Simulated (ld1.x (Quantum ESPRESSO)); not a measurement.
## Reading a pseudo-wave (carbon)

Columns: radius, all-electron u(r) and pseudo u(r) of the 2p shell (level -10.65 eV) of carbon in the configuration [He] 2s2 2p1.5; PBEsol, non-relativistic, TM scheme, ld1.x (Quantum ESPRESSO) 7.5.

| r (bohr) | all-electron | pseudo |
| --- | --- | --- |
| 0.118 | 0.0674 | 0.0232 |
| 0.235 | 0.1970 | 0.0891 |
| 0.353 | 0.3346 | 0.1906 |
| 0.470 | 0.4558 | 0.3135 |
| 0.588 | 0.5556 | 0.4449 |
| 0.705 | 0.6323 | 0.5675 |
| 0.822 | 0.6875 | 0.6700 |
| 0.940 | 0.7233 | 0.7449 |
| 1.058 | 0.7419 | 0.7884 |
| 1.175 | 0.7464 | 0.8027 |
| 1.292 | 0.7398 | 0.7940 |
| 1.410 | 0.7245 | 0.7688 |
| 1.528 | 0.7026 | 0.7341 |
| 1.645 | 0.6762 | 0.6957 |
| 1.763 | 0.6462 | 0.6563 |
| 1.880 | 0.6143 | 0.6186 |
| 1.998 | 0.5810 | 0.5822 |
| 2.115 | 0.5474 | 0.5476 |
| 2.232 | 0.5140 | 0.5140 |
| 2.350 | 0.4808 | 0.4808 |
| 2.468 | 0.4486 | 0.4486 |
| 2.585 | 0.4178 | 0.4178 |
| 2.702 | 0.3883 | 0.3883 |
| 2.820 | 0.3600 | 0.3600 |
| 2.938 | 0.3333 | 0.3333 |
| 3.055 | 0.3083 | 0.3083 |

How many radial nodes do the two functions have?

The all-electron 2p function has n − l − 1 = 0; the pseudo-wave has 0.

At about which radius was the pseudo-wave matched?

2.35 bohr. The columns agree to 0.0005 from 2.12 bohr on; several derivatives are matched, so the curves merge somewhat inside the radius.

Where does each function peak?

Outermost all-electron maximum near 1.18 bohr, pseudo maximum near 1.18 bohr (to the table’s step).

Is the pseudo-wave norm-conserving?

Yes: the TM scheme keeps the norm inside the radius equal to the all-electron one, which fixes the energy derivative of the logarithmic derivative at the level.
